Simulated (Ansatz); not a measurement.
Single points on CoBr₂.

```yaml
crystal:
  periodic: [false, false, false]
  atoms:
    - {symbol: Co, position_ang: [-0.000512, -0.000291, -0.000005]}
    - {symbol: Br, position_ang: [-0.015633, -0.019751, 2.231023]}
    - {symbol: Br, position_ang: [0.016135, 0.020042, -2.231017]}
basis:
  gaussian: {orbitals: def2-TZVP, initial_orbitals: start.molden}
magnetization: {spin_polarized: true, initial_magnetization: 3}
hamiltonian: {xc: pbe0, dispersion: d4}
scf: {omitted_lower_state_checks: [starts]}
output: {forces: true, orbitals: {seedname: orbitals}}
```

The file start.molden holds the orbitals of an earlier run on this structure, at another level or in another basis.

```sh
$ ansatz run in.yaml --threads 2 --pin off --events-out ev --progress --plain --max-ram 4352MiB
```

Shortened log:

```
Functional definition: PBE0
  name "PBE0"
  cite "Adamo & Barone, J. Chem. Phys. 110, 6158 (1999) doi:10.1063/1.478522"
  cite "Perdew, Burke & Ernzerhof, Phys. Rev. Lett. 77, 3865 (1996) doi:10.1103/PhysRevLett.77.3865"
  parent pbe
  parameter a = 0.25
  parameter kappa = 0.804
  parameter beta = 0.06672455060314922
  exchange = (1 - a)*pbe_x(kappa = kappa, mu = beta*pi^2/3) + a*exact_x
  correlation = pbe_c(beta = beta)
these checks for a lower state are left out or cut short: starts
1091 factors; integrals over basis functions are off by at most 1.0e-3 eV
mean field evaluation 1: about -177699.0684 eV, gradient 1.3e2 eV
mean field evaluation 2: about -177700.3442 eV, gradient 3.5e0 eV
mean field evaluation 4: about -177700.5439 eV, gradient 3.8e-1 eV
mean field evaluation 8: about -177700.5450 eV, gradient 1.9e-5 eV
mean field evaluation 16: about -177700.5450 eV, gradient 1.5e-10 eV
mean field -177700.54495055 eV, -6530.3745771772 hartree, gradient 1.5e-10 eV, S^2 3.761175; 0 other end points of the search recorded, 0 dependent functions left out
the calculation of the forces begins
reference -177700.54497691 eV, -6530.3745781459 hartree; 50, 47 occupied and 91, 94 virtual orbitals, 1091 factors
Total energy: -177700.61380224 eV, -6530.3771074301 hartree
Atom 0 at    -0.000512    -0.000291    -0.000005 Å, force     0.000431     0.000247     0.000005 eV/Å
Atom 1 at    -0.015633    -0.019751     2.231023 Å, force    -0.000218    -0.000127     0.000356 eV/Å
Atom 2 at     0.016135     0.020042    -2.231017 Å, force    -0.000213    -0.000120    -0.000362 eV/Å
Dipole moment:    -0.000403    -0.000230    -0.000005 e Å
Checks for a lower state left out: starts
```

Hardware: 2 threads of Arm Neoverse N1 on a shared host. Wall time 94 s, peak host memory 0.79 GiB.

The first input with `hamiltonian: {xc: {name: PBE-QIDH}}` and without the key `output` (abridged; 50 s):

```
Functional definition: PBE-QIDH
mean field -177668.56915633 eV, -6529.1994884135 hartree, gradient 4.0e-6 eV, S^2 3.760891
23 core orbitals not correlated: weight in the atoms' cores, before any rotation towards them, 1.000 or more for the frozen orbitals, at most 0.000 for the correlated occupied ones
second order -30.74786743 eV of doubles, -0.00000000 eV of singles
Total energy: -177678.81845592 eV, -6529.5761432264 hartree
Checks for a lower state left out: starts
```

The first input with `hamiltonian: {xc: pbe, dispersion: d4}` (abridged; 41 s):

```
Functional definition: PBE
mean field evaluation 16: about -177695.6191 eV, gradient 1.3e-8 eV
mean field -177695.61910697 eV, -6530.1935557644 hartree, gradient 1.6e-10 eV, S^2 3.758483
Total energy: -177695.69837820 eV, -6530.1964689285 hartree
Atom 0 force     0.000478     0.000274     0.000006 eV/Å
Atom 1 force     0.000890     0.001277    -0.158537 eV/Å
Atom 2 force    -0.001368    -0.001551     0.158531 eV/Å
Dipole moment:    -0.000271    -0.000155    -0.000003 e Å
Checks for a lower state left out: starts
```

The first input with `hamiltonian: {xc: lda}`, `output: {orbitals: {seedname: orbitals}}` (abridged; 15 s):

```
Functional definition: SPW92
mean field evaluation 16: about -177459.7892 eV, gradient 4.5e-6 eV
mean field -177459.78918383 eV, -6521.5269659403 hartree, gradient 3.9e-6 eV, S^2 3.760702
Total energy: -177459.78921702 eV, -6521.5269671599 hartree
Checks for a lower state left out: starts
```

First input, but with `gaussian: {orbitals: def2-TZVPD, initial_orbitals: start.molden}`, `hamiltonian: {xc: pbe, dispersion: d4}`, `output: {orbitals: {seedname: orbitals}}` (abridged; 27 s):

```
Functional definition: PBE
mean field evaluation 16: about -177695.6667 eV, gradient 2.4e-6 eV
mean field -177695.66669592 eV, -6530.1953046263 hartree, gradient 2.4e-6 eV, S^2 3.758524
Total energy: -177695.74598332 eV, -6530.1982183843 hartree
Checks for a lower state left out: starts
```

First input, but with `hamiltonian: {xc: {name: B2PLYP}}` and without the key `output` (abridged; 1.7 min):

```
Functional definition: B2PLYP
mean field -177687.20758347 eV, -6529.8844379774 hartree, gradient 1.6e-10 eV, S^2 3.761556
23 core orbitals not correlated: weight in the atoms' cores, before any rotation towards them, 1.000 or more for the frozen orbitals, at most 0.000 for the correlated occupied ones
second order -33.25194864 eV of doubles, -0.00000000 eV of singles
Total energy: -177696.18575273 eV, -6530.2143796119 hartree
Checks for a lower state left out: starts
```

First input, but with `gaussian: {orbitals: def2-SVP, initial_orbitals: start.molden}`, `correlation: {method: ccsd_t}`, `scf: {omitted_lower_state_checks: [starts, cluster_reference]}`, `output: {orbitals: {seedname: orbitals}}` and without the key `hamiltonian` (abridged; 2.2 min):

```
Functional definition: HF
mean field evaluation 16: about -177569.5753 eV, gradient 2.3e-7 eV
mean field evaluation 32: about -177569.5753 eV, gradient 1.3e-3 eV
mean field evaluation 64: about -177569.5753 eV, gradient 3.2e-9 eV
mean field evaluation 96: about -177569.5753 eV, gradient 3.2e-9 eV
mean field -177569.57526622 eV, -6525.5615300524 hartree, gradient 3.2e-9 eV, S^2 3.758577
23 core orbitals not correlated: weight in the atoms' cores, before any rotation towards them, 1.000 or more for the frozen orbitals, at most 0.000 for the correlated occupied ones
second order -19.97609503 eV of doubles, -0.00000000 eV of singles
cycle   1  -19.69097031 eV  change    2.9e-1 eV  update   1.0e-1
cycle   2  -20.11840568 eV  change   -4.3e-1 eV  update   3.3e-2
cycle   3  -20.22328070 eV  change   -1.0e-1 eV  update   3.0e-2
cycle   4  -20.22646576 eV  change   -3.2e-3 eV  update   1.6e-2
cycle   5  -20.24420752 eV  change   -1.8e-2 eV  update   9.4e-3
cycle   6  -20.25723163 eV  change   -1.3e-2 eV  update   3.0e-3
cycle   7  -20.25739247 eV  change   -1.6e-4 eV  update   1.1e-3
cycle   8  -20.25775231 eV  change   -3.6e-4 eV  update   4.2e-4
cycle   9  -20.25792186 eV  change   -1.7e-4 eV  update   1.9e-4
cycle  10  -20.25766877 eV  change    2.5e-4 eV  update   7.8e-5
cycle  11  -20.25777964 eV  change   -1.1e-4 eV  update   4.0e-5
cycle  12  -20.25778359 eV  change   -4.0e-6 eV  update   1.6e-5
perturbative correction -0.49169234 eV, -0.0180693603 hartree
Total energy: -177590.32474215 eV, -6526.3240592284 hartree
Checks for a lower state left out: starts, cluster_reference
```

Geometry: PBE0-D4/def2-TZVP.

Correlated methods freeze 23 core orbitals; core or outer-core shells of Co, Br are correlated, in sets that lack core-valence functions. At LDA (SPW92)/def2-TZVP the gap within one spin of the charge 0 quartet nearly closes, so an electron or hole may be smeared out by delocalisation error.
